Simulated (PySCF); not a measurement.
CH3Br.
Bonds: C1–Br2. Hydrogens: H3, H4, H5 on C1.

Computed by this run: PBE0-D3(BJ)/def2-SVP geometry optimisation, gas phase in PySCF; density fitting, grid level 1; the optimiser is geomeTRIC in internal coordinates, started from a GFN2-xTB structure with every atom displaced at random (about 0.01 Å).

Step 0: E = -71113.5444 eV
```
atom  x, y, z in Å  |  force x, y, z in eV/Å
C1     -0.1632   -0.0273    0.0080   -0.212   1.023  -0.922
Br2     1.7468    0.0165   -0.0753    0.303  -0.138  -0.011
H3     -0.5693   -0.5422   -0.8732    0.130  -0.046   0.061
H4     -0.4997    1.0278   -0.0073   -0.014  -0.394   0.071
H5     -0.4810   -0.5088    0.9099   -0.207  -0.445   0.801
```

Question: Estimate the geometry and energy of step 1. (The exact step hangs on the optimiser's Hessian estimate; all steps are aligned on step 0, rigid shifts and turns removed.)

Answer: E = -71113.5627 eV, largest force 0.452 eV/Å
```
atom  x, y, z in Å  |  force x, y, z in eV/Å
C1     -0.1681   -0.0015    0.0004    0.106  -0.196   0.393
Br2     1.7610   -0.0070   -0.0849   -0.072   0.045   0.024
H3     -0.5445   -0.5346   -0.8656   -0.131  -0.213  -0.344
H4     -0.5317    1.0253   -0.0089    0.012   0.252   0.039
H5     -0.4832   -0.5161    0.9211    0.084   0.112  -0.112
```

The energy changes by -0.0183 eV. The first-order estimate −F·Δx gives -0.0595 eV and the mean of the old and new forces, exact on a quadratic surface, -0.0189 eV. The step makes an angle of 56° with the force vector and moves no atom by more than 0.032 Å.

The cost below is that of the whole optimisation. The run took 2.5 s wall on AMD EPYC 9R45, one thread, no GPU, shared host, and the process peaked at 0.29 GiB of memory.
